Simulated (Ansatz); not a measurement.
CH4NS, SMILES `C[N+]S` (excited triplet; C–N–S–H torsion 106°) (charge 1, multiplicity 3). This triplet is an excited state, 1.15 eV above the relaxed singlet at the level frozen-core CCSD(T)/cc-pVTZ // B3LYP-D3(BJ)/def2-TZVP (Ansatz, a program for electronic structure).

Method: frozen-core CCSD(T)/6-31g // B3LYP-D3(BJ)/def2-TZVP run with Ansatz.

Ansatz 0.2 input:
```yaml
crystal:
  periodic: [false, false, false]
  atoms:
    - { symbol: C, position_ang: [-0.877614, -0.248737, -0.078085] }
    - { symbol: N, position_ang: [0.440461, 0.106653, 0.299988] }
    - { symbol: S, position_ang: [1.645779, 1.046968, -0.154303] }
    - { symbol: H, position_ang: [-1.502062, 0.659077, -0.062813] }
    - { symbol: H, position_ang: [-0.882688, -0.654523, -1.097536] }
    - { symbol: H, position_ang: [-1.270252, -0.968771, 0.640378] }
    - { symbol: H, position_ang: [2.446373, 0.059331, -0.654181] }
basis:
  gaussian: { orbitals: "6-31g" }
correlation:
  method: ccsd_t
total_charge: 1
magnetization:
  spin_polarized: true
  initial_magnetization: 2
```

Output:

```
Functional definition: HF
527 factors; integrals over basis functions are off by at most 2.8e-4 eV
mean field evaluation 1: about -13375.5552 eV, gradient 2.4e1 eV
mean field evaluation 2: about -13375.5609 eV, gradient 2.4e1 eV
mean field evaluation 4: about -13379.3880 eV, gradient 3.6e0 eV
mean field evaluation 8: about -13379.7951 eV, gradient 2.9e-1 eV
mean field evaluation 16: about -13375.5524 eV, gradient 2.4e1 eV
mean field evaluation 32: about -13375.6398 eV, gradient 6.6e0 eV
mean field evaluation 64: about -13376.7139 eV, gradient 1.5e-3 eV
mean field -13379.79995777 eV, -491.6985792940 hartree, gradient 1.8e-6 eV, S^2 2.035805; 1 other end points of the search recorded, 0 dependent functions left out
determinant -13379.79995777 eV, -491.6985792940 hartree, with singles and doubles -13386.68447017 eV, -491.9515804580 hartree
determinant -13376.71392578 eV, -491.5851697100 hartree, with singles and doubles -13383.36024761 eV, -491.8294175321 hartree
7 core orbitals not correlated
reference -13379.79995777 eV, -491.6985792940 hartree; 10, 8 occupied and 22, 24 virtual orbitals, 527 factors
second order -5.80724246 eV of doubles, -0.00000000 eV of singles
cycle   1  -6.88445587 eV  change    5.7e-5 eV  update   1.5e-3
cycle   2  -6.88435010 eV  change    1.1e-4 eV  update   1.1e-3
cycle   3  -6.88415500 eV  change    2.0e-4 eV  update   4.1e-4
cycle   4  -6.88430868 eV  change   -1.5e-4 eV  update   1.9e-4
cycle   5  -6.88471843 eV  change   -4.1e-4 eV  update   6.0e-5
cycle   6  -6.88482382 eV  change   -1.1e-4 eV  update   2.5e-5
cycle   7  -6.88481580 eV  change    8.0e-6 eV  update   1.2e-5
perturbative correction -0.16105339 eV, -0.0059186029 hartree
Total energy: -13386.84582696 eV, -491.9575102106 hartree
```
